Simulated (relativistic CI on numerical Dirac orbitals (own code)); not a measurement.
Level scheme of Ho⁵⁹⁺

Method of calculation: Dirac-Coulomb-Breit CI, separate exchange-only KLI orbitals for each configuration, model QED (radiative potential, 1s self-energy scaled to tabulated hydrogen-like ionisation energies), unscaled Slater integrals (own radial code, finite nucleus).

Configurations in the expansion (outside the closed core 1s2): 2s2 2p4, 2s 2p5, 2p6, 2p5 3s, 2p5 3p, 2p5 3d, 2s2 2p3 3s, 2s2 2p3 3p, 2s2 2p3 3d, 2s 2p4 3s, 2s 2p4 3p, 2s 2p4 3d, 2s2 2p3 4s, 2s2 2p3 4p, 2s2 2p3 4d, 2s2 2p3 4f, 2s2 2p2 3s2, 2s 2p4 4s, 2s 2p4 4p, 2s2 2p2 3s 3p, 2s 2p4 4d, 2s 2p4 4f, 2s2 2p3 5s, 2s2 2p3 5p, 2s2 2p2 3s 3d, 2s2 2p2 3p2, 2s2 2p3 5d, 2s2 2p3 5f, 2s2 2p3 5g, 2s2 2p2 3p 3d, 2s 2p3 3s2, 2s2 2p2 3d2, 2s 2p3 3s 3p, 2s 2p3 3s 3d, 2s 2p3 3p2, 2s 2p4 5s. Levels of other configurations are missing.

The lowest level is 2s2 2p4 3P_2, with 69 % of that term; Hund's rules for 2s2 2p4 give 3P with J = 2, in agreement.

```
No.  Configuration  Term  J   E (eV)    %  Next component (%)  Lifetime (s)
  1        2s2 2p4    3P  2     0.00   69               31 1D              
  2        2s2 2p4    1S  0    52.61   64               36 3P      1.59e-02
  3        2s2 2p4    3P  1   887.01  100                          1.37e-10
  4        2s2 2p4    1D  2   905.63   69               31 3P      3.03e-10
  5         2s 2p5   3P°  2  1239.16  100                          2.38e-13
  6         2s 2p5   1P°  1  1312.79   61              39 3P°      9.52e-14
  7        2s2 2p4    3P  0  1813.01   64               35 1S      4.25e-11
  8         2s 2p5   3P°  0  2136.62  100                          1.21e-13
  9         2s 2p5   3P°  1  2172.96   61              39 1P°      1.08e-13
 10            2p6    1S  0  2588.49   99                          5.86e-14
 11     2s2 2p3 3s   3P°  2  7040.10   48              25 5S°      1.41e-14
 12     2s2 2p3 3s   1P°  1  7048.33   32              27 3D°      5.98e-15
 13     2s2 2p3 3p    3P  1  7145.14   32               20 5P      1.20e-12
 14     2s2 2p3 3p    3D  2  7146.84   25               21 3P      7.62e-13
 15     2s2 2p3 3p    3D  3  7398.52   50               25 5P      8.23e-13
 16     2s2 2p3 3p    3P  1  7398.84   35               28 1P      7.84e-13
 17     2s2 2p3 3p    3P  2  7424.43   44               21 1D      8.48e-13
 18     2s2 2p3 3p    3P  0  7447.41   70               29 1S      3.38e-13
 19     2s2 2p3 3d   3D°  2  7505.56   33              29 3F°      1.27e-14
 20     2s2 2p3 3d   3F°  3  7512.96   27              20 3G°      9.17e-14
 21     2s2 2p3 3d   3D°  1  7516.12   34              28 3P°      3.83e-15
 22     2s2 2p3 3d   3P°  0  7518.77   64              25 5D°      1.78e-12
 23     2s2 2p3 3d   3F°  4  7572.24   51              25 5D°      1.12e-11
 24     2s2 2p3 3d   3D°  2  7582.88   34              29 3P°      1.47e-15
 25     2s2 2p3 3d   3D°  3  7597.74   47              22 1F°      6.62e-16
 26     2s2 2p3 3d   3D°  1  7608.29   34              29 1P°      9.91e-16
 27     2s2 2p3 3s   5S°  2  7910.52   54              34 3D°      2.40e-14
 28     2s2 2p3 3s   3S°  1  7921.42   55              44 3D°      5.50e-15
 29     2s2 2p3 3s   3D°  3  7934.74  100                          1.97e-14
 30     2s2 2p3 3s   1D°  2  7942.37   67              32 3D°      6.12e-15
 31     2s2 2p3 3s   3P°  0  7979.71  100                          1.34e-14
 32     2s2 2p3 3s   3P°  1  7983.03   66              33 1P°      9.67e-15
 33     2s2 2p3 3p    5P  1  8013.49   46               22 3D      2.23e-12
 34     2s2 2p3 3p    3F  2  8021.53   34               27 3P      1.32e-12
 35     2s2 2p3 3p    3F  3  8038.51   44               33 1F      9.45e-13
 36     2s2 2p3 3p    3P  2  8072.19   51               21 1D      4.69e-13
 37     2s2 2p3 3p    3D  1  8081.37   73               23 1P      1.04e-12
 38     2s2 2p3 3p    3P  0  8123.00   64               35 1S      5.06e-13
 39      2s 2p4 3s    5P  3  8206.60   66               27 3D      4.44e-14
 40      2s 2p4 3s    3P  2  8233.93   53               17 3D      7.68e-15
 41     2s2 2p3 3p    3P  0  8270.56  100                          6.73e-13
 42     2s2 2p3 3p    5P  3  8272.60   52               22 1F      4.23e-13
 43     2s2 2p3 3p    3P  2  8272.82   34               25 3D      6.92e-14
 44     2s2 2p3 3p    1P  1  8283.03   50               24 3D      6.92e-14
 45     2s2 2p3 3p    3F  4  8292.47  100                          6.42e-13
 46     2s2 2p3 3p    3D  3  8293.72   71               23 1F      5.30e-13
 47      2s 2p4 3s    3S  1  8299.54   41    19 2s2 2p3 3p 3P      1.68e-14
 48     2s2 2p3 3p    3P  1  8305.20   33     23 2s 2p4 3s 3P      1.11e-14
 49      2s 2p4 3s    3P  2  8318.81   42               15 1D      3.49e-14
 50      2s 2p4 3p   5P°  2  8321.29   31              25 3P°      5.98e-15
 51      2s 2p4 3p   3D°  3  8322.65   40              24 5D°      2.38e-15
 52     2s2 2p3 3p    3P  1  8336.35   37     16 2s 2p4 3s 1P      1.50e-14
 53     2s2 2p3 3p    1D  2  8336.53   36               24 3P      1.15e-13
 54      2s 2p4 3s    1S  0  8339.52   64               36 3P      1.34e-14
 55     2s2 2p3 3p    1D  2  8351.48   38               36 3D      5.93e-13
 56     2s2 2p3 3p    3P  1  8355.94   43               24 3S      7.64e-14
 57     2s2 2p3 3d   5D°  1  8381.58   46              38 3D°      5.69e-15
 58     2s2 2p3 3d   3F°  2  8383.53   39              37 5D°      7.67e-15
 59     2s2 2p3 3d   5D°  0  8384.34   54              25 1S°      4.43e-15
 60     2s2 2p3 3d   3G°  3  8390.36   40              24 3D°      6.05e-15
 61     2s2 2p3 3d   3G°  4  8404.87   51              37 1G°      2.22e-12
 62      2s 2p4 3p   3P°  1  8409.63   22   14 2s2 2p3 3d 3P°      9.63e-16
 63     2s2 2p3 3d   3D°  2  8411.39   17    16 2s 2p4 3p 3D°      1.09e-15
 64      2s 2p4 3p   3P°  1  8413.69   48              21 1P°      1.98e-15
 65      2s 2p4 3p   3P°  0  8415.69   75              22 5D°      1.72e-13
 66     2s2 2p3 3d   3F°  3  8420.16   39              33 3D°      1.08e-15
 67     2s2 2p3 3d   3P°  2  8428.41   18              14 3D°      4.29e-15
 68     2s2 2p3 3d   3P°  1  8434.14   24              21 3S°      2.36e-15
 69     2s2 2p3 3d   5D°  4  8441.64   54              21 3G°      1.11e-11
 70     2s2 2p3 3d   3D°  3  8444.12   51              27 5D°      3.24e-14
```

Energies count from the lowest computed level; ° marks odd parity; lifetimes are radiative, by E1, M1, E2, M2 decay to levels of this space only.

The mean weight of the leading LS term, summed over parents, in these 70 levels is 53 %, and that of the leading jj configuration (from the same eigenvectors) 94 %, so jj coupling describes them better and the LS labels are nominal.

At this charge energies of transitions that change n are usually good to better than 1 %, and those within a shell (Δn = 0) to a few per cent.

LS names give the leading component of a level, which can be under half, so a name can repeat, a term be missing and a line seem to break the LS rules.
